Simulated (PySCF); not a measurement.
Cl3Si (SMILES Cl[Si](Cl)Cl), doublet, geometry from GFN2-xTB; SVWN5/STO-3G run with PySCF.

Here is a job for PySCF.
```python
from pyscf import gto, scf, dft

mol = gto.M(
    atom='''
Cl    1.85834472   -0.43964347   -0.16627542
Si    0.00366610   -0.01083797    0.52515717
Cl   -1.31430510   -1.38571251   -0.16365187
Cl   -0.54705876    1.83428137   -0.10255510
''',
    basis='sto-3g',
    spin=1,
    verbose=5,
)

mf = dft.UKS(mol)
mf.xc = 'lda,vwn'
mf.kernel()
mf.analyze()
```

Task: Predict the main parts of the log of this PySCF run.

Result: 
```
PySCF version 2.14.0

[INPUT] verbose = 5
[INPUT] max_memory = 4000
[INPUT] num. atoms = 4
[INPUT] num. electrons = 65
[INPUT] charge = 0
[INPUT] spin (= nelec alpha-beta = 2S) = 1
[INPUT] symmetry False subgroup None
[INPUT] Mole.unit = angstrom
[INPUT] Symbol           X                Y                Z      unit          X                Y                Z       unit  Magmom
[...]
[INPUT] ---------------- BASIS SET ----------------
[INPUT] l, kappa, [nprim/nctr], expnt,             c_1 c_2 ...
[INPUT] Cl
[...]
                                109.5358542       0.5353281423
                                29.64467686       0.4446345422
[...]
                                9.053563477       0.3995128261
                                2.944499834       0.7001154689
[...]
                                0.5940934274      0.2255954336
                                0.232524141       0.900398426
[...]
                                9.053563477       0.6076837186
                                2.944499834       0.3919573931
[...]
                                0.5940934274      0.5951670053
                                0.232524141       0.462001012
[INPUT] Si
[...]
                                74.28083305       0.5353281423
                                20.10329229       0.4446345422
[...]
                                5.389706871       0.3995128261
                                1.752899952       0.7001154689
[...]
                                0.4125648801      0.2255954336
                                0.1614750979      0.900398426
[...]
                                5.389706871       0.6076837186
                                1.752899952       0.3919573931
[...]
                                0.4125648801      0.5951670053
                                0.1614750979      0.462001012

nuclear repulsion = 325.137344494937
number of shells = 20
number of NR pGTOs = 108
number of NR cGTOs = 36
basis = sto-3g
ecp = {}

******** <class 'pyscf.dft.uks.UKS'> ********
method = UKS
initial guess = minao
damping factor = 0
level_shift factor = 0
DIIS = <class 'pyscf.scf.diis.CDIIS'>
diis_start_cycle = 1
diis_space = 8
diis_damp = 0
SCF conv_tol = 1e-09
SCF conv_tol_grad = None
SCF max_cycles = 50
direct_scf = True
direct_scf_tol = 1e-13
number electrons alpha = 33  beta = 32
XC library pyscf.dft.libxc version 7.1.2
    S. Lehtola, C. Steigemann, M. J. T. Oliveira, and M. A. L. Marques,  SoftwareX 7, 1–5 (2018)
XC functionals = lda,vwn
[...]
converged SCF energy = -1646.04360806837  <S^2> = 0.7506085  2S+1 = 2.0006084
Total Energy =                       -1646.043608068367575
[...]
2 Cl 3px         0.04616
2 Cl 3py         0.24501
2 Cl 3pz         0.11941
3 Cl 1s          0.00017
3 Cl 2s         -0.00304
3 Cl 3s          0.05725
3 Cl 2px         0.00357
3 Cl 2py         0.00583
3 Cl 2pz        -0.00227
3 Cl 3px        -0.11692
3 Cl 3py        -0.17106
3 Cl 3pz         0.06743

To work with the spin densities directly, `use mulliken_meta_spin()` only printing them here.

 ** Mulliken spin pop alpha/beta on meta-lowdin orthogonal AOs **
 ** Mulliken Spin Density (per AO)  **
spin_pop of  0 Cl 1s        0.00000
spin_pop of  0 Cl 2s        0.00001
spin_pop of  0 Cl 3s        0.00085
spin_pop of  0 Cl 2px       0.00002
spin_pop of  0 Cl 2py       0.00000
spin_pop of  0 Cl 2pz       0.00005
spin_pop of  0 Cl 3px       0.02501
spin_pop of  0 Cl 3py      -0.00070
spin_pop of  0 Cl 3pz       0.09824
spin_pop of  1 Si 1s        0.00000
spin_pop of  1 Si 2s        0.00009
spin_pop of  1 Si 3s        0.26201
spin_pop of  1 Si 2px      -0.00005
spin_pop of  1 Si 2py      -0.00005
spin_pop of  1 Si 2pz       0.00021
spin_pop of  1 Si 3px       0.00901
spin_pop of  1 Si 3py       0.00914
spin_pop of  1 Si 3pz       0.34918
spin_pop of  2 Cl 1s        0.00000
spin_pop of  2 Cl 2s        0.00001
spin_pop of  2 Cl 3s        0.00085
spin_pop of  2 Cl 2px       0.00001
spin_pop of  2 Cl 2py       0.00001
spin_pop of  2 Cl 2pz       0.00005
spin_pop of  2 Cl 3px       0.01254
spin_pop of  2 Cl 3py       0.01194
spin_pop of  2 Cl 3pz       0.09808
spin_pop of  3 Cl 1s        0.00000
spin_pop of  3 Cl 2s        0.00001
spin_pop of  3 Cl 3s        0.00085
spin_pop of  3 Cl 2px       0.00000
spin_pop of  3 Cl 2py       0.00002
spin_pop of  3 Cl 2pz       0.00005
spin_pop of  3 Cl 3px       0.00086
spin_pop of  3 Cl 3py       0.02727
spin_pop of  3 Cl 3pz       0.09443
 ** Mulliken Spin Density (per atom)  **
spin density of  0 Cl =      0.12349
spin density of  1 Si =      0.62954
spin density of  2 Cl =      0.12349
spin density of  3 Cl =      0.12349
 ** Mulliken pop alpha/beta on meta-lowdin orthogonal AOs **
 ** Mulliken pop       alpha | beta **
[...]
In total            33.00000 | 32.00000
 ** Mulliken atomic charges   ( Nelec_alpha | Nelec_beta ) **
charge of  0Cl =     -0.17696  (     8.65022      8.52673 )
charge of  1Si =      0.53087  (     7.04933      6.41980 )
charge of  2Cl =     -0.17696  (     8.65022      8.52673 )
charge of  3Cl =     -0.17696  (     8.65022      8.52674 )
Dipole moment(X, Y, Z, Debye):  0.01042, -0.03081,  1.49237
```
